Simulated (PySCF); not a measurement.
From one molecule to another.

First species: C5H9N.
Atom-mapped SMILES: `[H]/[N:1]=[CH:2]\[CH:3]1[CH2:4][CH2:5][CH2:6]1` (hydrogens: H7 on N1; H8 on C2; H9 on C3; H10, H11 on C4; H12, H13 on C5; H14, H15 on C6)

Second species: C8H7N.
SMILES: `C#CCc1ccncc1`

Levels: PBE0/pcSseg-1 for dipole moment, HOMO energy, LUMO energy and HOMO–LUMO gap; GFN2-xTB for rotational constant A and rotational constant C. Geometries: GFN2-xTB. All species are isolated and taken at one optimised geometry, non-relativistic unless stated. Electronic properties by PySCF.

Dipoles, sizes and rotational constants follow the conformer. The torsions of the flexible species, by atom-mapped SMILES:
- `[H]/[N:1]=[CH:2]\[CH:3]1[CH2:4][CH2:5][CH2:6]1`: N1–C2–C3–C4 27°
- `[CH:1]#[C:2][CH2:3][c:4]1[cH:5][cH:6][n:7][cH:8][cH:9]1`: C2–C3–C4–C5 91°

Task: Which has the higher rotational constant A?

Result: The first: 8.144 GHz against 3.912 GHz, a difference of 4.232 GHz.

Task: Which has the higher HOMO–LUMO gap?

Result: The first: 7.32 eV against 6.55 eV, a difference of 0.77 eV.

Task: Which of the two has the higher rotational constant C, and by how much?

Result: The first: 2.166 GHz against 0.986 GHz, a difference of 1.180 GHz.

Task: Which of the two has the higher LUMO energy, and by how much?

Result: The first: 0.12 eV against -0.84 eV, a difference of 0.96 eV.

Task: Which has the higher dipole moment?

Result: The first: 2.60 D against 2.20 D, a difference of 0.40 D.

Task: Which has the higher HOMO energy?

Result: The first: -7.20 eV against -7.39 eV, a difference of 0.19 eV.

On the first: The dipole equals about 8.7 × 10⁻³⁰ C·m (1 D = 3.33564 × 10⁻³⁰ C·m).

On the second: In atomic units the dipole is 0.87 e·bohr (1 au = 2.5417 D).
